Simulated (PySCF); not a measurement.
A calculated (HSE06, PySCF 2.14, x2c-TZVPPall, scalar relativity by spin-free X2C-1e) atom or ion has these occupied shells.

```
shell  electrons  orbital energy (eV)  rms radius, mean of both spins (bohr)
 1s α          1             -59288.7                                 0.0227
 1s β          1             -59288.7                                 0.0227
 2s α          1             -10063.4                                 0.0918
 2s β          1             -10063.4                                 0.0918
 2p α          3              -8909.5                                 0.0829
 2p β          3              -8909.4                                 0.0829
 3s α          1              -2303.4                                  0.236
 3s β          1              -2302.3                                  0.236
 3p α          3              -1950.6                                  0.236
 3p β          3              -1949.5                                  0.236
 3d α          5              -1504.2                                  0.216
 3d β          5              -1503.1                                  0.216
 4s α          1              -488.82                                  0.529
 4s β          1              -486.35                                  0.529
 4p α          3              -371.72                                  0.562
 4p β          3              -369.18                                  0.562
 4d α          5              -212.91                                  0.615
 4d β          5              -210.08                                  0.615
 5s α          1              -86.894                                   1.29
 5s β          1              -85.936                                   1.29
 5p α          3              -58.129                                   1.50
 5p β          3              -57.437                                   1.50
 4f α          7              -39.420                                  0.846
 4f β          5              -37.621                                  0.846
```

Question: Name the element and its charge.

Answer: Tm³⁺ (thulium, charge +3), in [Xe] 4f12, one real determinant.
